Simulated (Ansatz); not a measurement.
[InClH3]- (InH3Cl⁻). Total charge -1; singlet. Geometry PBE0-D4/def2-TZVPD, basis def2-TZVPD, Ansatz.

```tsv
run	HOMO (eV)	LUMO (eV)
A	-5.13	4.42
B	-2.77	3.47
C	-4.12	3.83
D	-1.86	3.68
E	-1.66	2.98
F	-2.37	3.23
```

In the def2 sets In takes a core potential; there is no spin–orbit coupling. HSE06 is defined as in plane-wave codes, on full-range PBE exchange.

Problem. The runs used CAM-B3LYP, HSE06, LDA (SPW92), PBE0, r2SCAN, ωB97X-V. Estimate which is which.

Solution. A ωB97X-V (range-separated); B PBE0 (25 % exact exchange); C CAM-B3LYP (range-separated); D r2SCAN (0 % exact exchange); E LDA (SPW92) (0 % exact exchange); F HSE06 (range-separated). Exact exchange lowers occupied and raises empty levels; among semilocal functionals meta-GGAs tend to open the gap a little, and such runs are hard to tell apart. The gap grows from 4.63 eV (LDA (SPW92)) to 9.55 eV (ωB97X-V).
